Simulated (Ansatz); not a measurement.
Single points on the cluster Al₆Ga⁺.

```yaml
crystal:
  periodic: [false, false, false]
  atoms:
    - {symbol: Ga, position_ang: [0.411265, -0.392259, -3.866799]}
    - {symbol: Al, position_ang: [1.222874, 1.268690, -1.690368]}
    - {symbol: Al, position_ang: [-1.273285, 1.214887, -2.416980]}
    - {symbol: Al, position_ang: [-0.206296, -2.614970, -0.479922]}
    - {symbol: Al, position_ang: [-1.453619, -1.376152, -2.452425]}
    - {symbol: Al, position_ang: [1.618915, -1.275482, -1.826590]}
    - {symbol: Al, position_ang: [-0.486554, -0.016415, -0.250016]}
basis:
  gaussian: {orbitals: def2-TZVP, initial_orbitals: start.molden}
total_charge: 1
hamiltonian: {xc: hf}
scf: {omitted_lower_state_checks: [starts]}
output: {orbitals: {seedname: orbitals}}
```

The file start.molden holds the orbitals of an earlier run on this structure, at another level or in another basis.

```sh
$ ansatz run in.yaml --threads 4 --pin off --events-out ev --progress --plain --max-ram 4787MiB
```

Shortened log:

```
Functional definition: HF
2384 factors; their error is unknown
mean field evaluation 1: about -91822.5051 eV, gradient 4.5e1 eV
mean field evaluation 2: about -91823.6267 eV, gradient 1.5e0 eV
mean field evaluation 4: about -91824.8037 eV, gradient 5.3e-1 eV
mean field -91824.80394190 eV, -3374.4993037771 hartree, gradient 1.6e-5 eV, S^2 0.000000; 0 other end points of the search recorded, 0 dependent functions left out
reference -91824.80394190 eV, -3374.4993037771 hartree; 54, 54 occupied and 216, 216 virtual orbitals, 2384 factors
Total energy: -91824.80394190 eV, -3374.4993037771 hartree
Checks for a lower state left out: starts
```

It took 12 s on 4 threads of Arm Neoverse V1 on a shared host, peak host memory 1.4 GiB.

The first input with `hamiltonian: {xc: pbe, dispersion: d4}` (abridged; 6.5 s):

```
Functional definition: PBE
mean field -91926.13826796 eV, -3378.2232715732 hartree, gradient 1.2e-5 eV, S^2 0.000000
Total energy: -91926.57992389 eV, -3378.2395021293 hartree
Checks for a lower state left out: starts
```

As the first input, with `gaussian: {orbitals: def2-TZVP}`, `hamiltonian: {xc: pbe0, dispersion: d4}` (abridged; 16 s):

```
Functional definition: PBE0
mean field evaluation 16: about -91929.9695 eV, gradient 2.0e-3 eV
mean field -91929.96947503 eV, -3378.3640658360 hartree, gradient 4.7e-5 eV, S^2 0.000000
Total energy: -91930.35013900 eV, -3378.3780549789 hartree
Checks for a lower state left out: starts
```

Geometry: PBE0-D4/def2-SVP, that of the neutral doublet.

The structure comes from a short search, and lower isomers may exist.
